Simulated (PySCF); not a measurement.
# Computed properties of C₃H₃BrF₂, SMILES F[C@@H]1[C@H](F)[C@H]1Br

C3H3BrF2, SMILES F[C@@H]1[C@H](F)[C@H]1Br. Geometry optimised at PBE0-D3(BJ)/def2-SVP. The structure was generated by enumeration; whether it is a known compound was not checked. One conformer was computed; it need not be the lowest. All values are computed for the isolated molecule unless a solvent is named; none is compared with measurement here.

**Structure.** The optimised structure has Cs symmetry. All 21 harmonic modes at PBE0-D3(BJ)/def2-SVP (PySCF) are real, so it is a minimum. With heavy atoms numbered as in [F:1][C@@H:2]1[C@H:3]([F:4])[C@H:5]1[Br:6], the shortest bond between them is C3–F4 at 1.345 Å and the longest C5–Br6 at 1.901 Å.

**Vibrations.** The strongest infrared lines (harmonic, unscaled, degenerate partners summed) lie at 855 cm⁻¹ (66 km/mol, C 49 %, H 33 %, F 18 %), 1152 cm⁻¹ (59 km/mol, C 69 %, H 17 %, F 13 %), 1512 cm⁻¹ (54 km/mol, C 78 %, H 18 %). The softest mode is at 178 cm⁻¹ and the zero-point energy is 35.6 kcal/mol.

**Electronic structure.** ωB97X/def2-TZVP (PySCF) places the frontier levels at -10.38 and 1.65 eV, a gap of 12.03 eV, and gives a dipole moment of 1.28 D and a mean polarisability of 52.7 bohr³. PBE/def2-TZVP (PySCF) at the same geometry gives -6.66 and -1.65 eV, so its gap is 7.02 eV narrower. An orbital gap is neither the optical nor the fundamental gap.

**Excitations.** TDDFT-B3LYP/def2-SVPD (PySCF) has S1 at 5.61 eV (221 nm, f = 0.000, dark); the most intense of the 10 singlets computed lies at 7.46 eV (f = 0.07). T1 (TDA) is at 5.02 eV. TDDFT-PBE/def2-SVPD (PySCF) puts S1 at 5.22 eV. No vertical singlet excitation falls in the visible range (under 3.1 eV).

**NMR.** GIAO shifts at PBE0/pcSseg-1 (PySCF) (non-relativistic, atoms alike by connectivity averaged): ¹³C from 34.0 to 79.1 ppm against TMS; ¹H from 3.3 to 4.4 ppm against TMS; ¹⁹F at -248.4 ppm against CFCl3. Without spin–orbit terms, shifts of atoms bonded to Cl or Br come out too high.

**Solvation.** SMD-M06-2X/6-31G* (PySCF) gives -2.6 kcal/mol in water, -6.4 kcal/mol in 2-propanol, -4.9 kcal/mol in benzene (1 M in both phases, gas-phase geometry); of these solvents 2-propanol holds the molecule best.
